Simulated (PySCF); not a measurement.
An unknown is described by computed data only.

Elements present: C, Cl, H and O. Monoisotopic mass: 128.0029 u.

| Quantity | Value |
| --- | --- |
| Polarisability | 86.5 au [CAM-B3LYP/def2-SVPD] |
| 13C NMR | chemical shifts (computed TMS as zero) by class: 160.4 (1 C), 135.4 (1 C), 135.1 (1 C), 129.9 (1 C), 125.5 (1 C), 120.9 (1 C) ppm [GIAO B97-2/pcSseg-2] |
| Rotational structure | rotational constants A, B, C: 3.014, 1.547, 1.022 GHz [PBE0-D3(BJ)/def2-SVP] |
| NMR, other nuclei | isotropic shieldings of nuclei other than C and H, by class: 209 (1 O), 788 (1 Cl) ppm [GIAO B97-2/pcSseg-2] |
| 1H NMR | chemical shifts (computed TMS as zero) by class: 7.44 (1 H), 7.30 (1 H), 7.10 (1 H), 6.94 (1 H), 5.78 (1 H) ppm [GIAO B97-2/pcSseg-2] |
| UV, first state | lowest singlet excitation: 5.11 eV (243 nm, f = 0.046) [TDDFT CAM-B3LYP/def2-SVPD] |
| UV, strongest line | among the 10 lowest singlet transitions: S7 at 6.84 eV (181 nm, f = 0.536) [TDDFT CAM-B3LYP/def2-SVPD] |

The electronic properties come from PySCF, for the isolated species, density fitting. Levels stand in brackets. Geometry: PBE0-D3(BJ)/def2-SVP, one conformer, isolated molecule. NMR values are class means; diastereotopic atoms form classes of their own.

Question: Which formula fits the mass and the elements?

Answer: C6H5ClO (calculated 128.0029). No other formula that holds each of these elements comes within 0.0003 u with a fitting electron parity and a possible valence count.

Question: What is the compound? Reason from the data.

Answer: Numbering: `[OH:1][c:2]1[cH:3][cH:4][cH:5][cH:6][c:7]1[Cl:8]`. Its formula, C6H5ClO, gives 4 degrees of unsaturation: 1 ring and 3 π bonds in the structure found (Kekulé form). 6 carbons fall into 6 classes; from least to most shielded: aromatic carbon bearing oxygen [C2] (160.4 ppm), aromatic CH carbon [C6] (135.4 ppm), aromatic CH carbon [C4] (135.1 ppm), aromatic C–Cl carbon [C7] (129.9 ppm), aromatic CH carbon [C5] (125.5 ppm), aromatic CH carbon [C3] (120.9 ppm). Hydrogen classes from least to most shielded: 1 H on an aromatic CH carbon, C6 (7.44 ppm), 1 H on an aromatic CH carbon, C4 (7.30 ppm), 1 H on an aromatic CH carbon, C3 (7.10 ppm), 1 H on an aromatic CH carbon, C5 (6.94 ppm), 1 H on a phenol-type oxygen, O1 (5.78 ppm). The other shieldings belong to: 209 ppm, phenol-type oxygen [O1]; 788 ppm, aryl chlorine [Cl8]. The optimised geometry has point group Cs and is an asymmetric top. Structure: `Oc1ccccc1Cl`. Computed isomers that give other values at the same levels: `Oc1cccc(Cl)c1` (rotational constant A: 3.453 GHz; this holds for the one conformer computed). The assignments are read from this structure; whether some other isomer fits the data as well wasn't checked.

Conformer computed: `[OH:1][c:2]1[cH:3][cH:4][cH:5][cH:6][c:7]1[Cl:8]`: H–O1–C2–C3 180°.
